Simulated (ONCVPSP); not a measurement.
# Reading a pseudo-wave (copper (Cu))

Columns: radius, all-electron u(r) and pseudo u(r) of the 3p shell (level -97.57 eV) of copper in the configuration [Ne] 3s2 3p6 3d9; LDA (Perdew-Wang 92), scalar-relativistic, ONCV scheme, ONCVPSP 4.0.1.

| r (bohr) | all-electron | pseudo |
| --- | --- | --- |
| 0.042 | -0.2653 | 0.0152 |
| 0.085 | -0.5690 | 0.0610 |
| 0.128 | -0.6571 | 0.1353 |
| 0.170 | -0.5504 | 0.2314 |
| 0.212 | -0.3235 | 0.3462 |
| 0.255 | -0.0353 | 0.4769 |
| 0.298 | 0.2591 | 0.6140 |
| 0.340 | 0.5230 | 0.7470 |
| 0.382 | 0.7477 | 0.8727 |
| 0.425 | 0.9311 | 0.9874 |
| 0.467 | 1.0652 | 1.0812 |
| 0.510 | 1.1600 | 1.1551 |
| 0.552 | 1.2162 | 1.2041 |
| 0.595 | 1.2430 | 1.2308 |
| 0.638 | 1.2443 | 1.2352 |
| 0.680 | 1.2266 | 1.2211 |
| 0.722 | 1.1943 | 1.1916 |
| 0.765 | 1.1506 | 1.1495 |
| 0.807 | 1.1004 | 1.1000 |
| 0.850 | 1.0442 | 1.0439 |
| 0.892 | 0.9864 | 0.9862 |
| 0.935 | 0.9261 | 0.9259 |
| 0.977 | 0.8673 | 0.8671 |
| 1.020 | 0.8081 | 0.8079 |
| 1.062 | 0.7519 | 0.7517 |
| 1.105 | 0.6966 | 0.6964 |

Question: How many radial nodes do the two functions have?

Answer: The all-electron 3p function has n − l − 1 = 1; the pseudo-wave has 0, since the states of the same l below it are removed with the core.

Question: At about which radius was the pseudo-wave matched?

Answer: 0.85 bohr, where the columns begin to agree (steps of 0.04 bohr).

Question: Where does each function peak?

Answer: Outermost all-electron maximum near 0.64 bohr, pseudo maximum near 0.64 bohr (to the table’s step).

Question: Is the pseudo-wave norm-conserving?

Answer: Yes: the ONCV scheme keeps the norm inside the radius equal to the all-electron one, which fixes the energy derivative of the logarithmic derivative at the level.
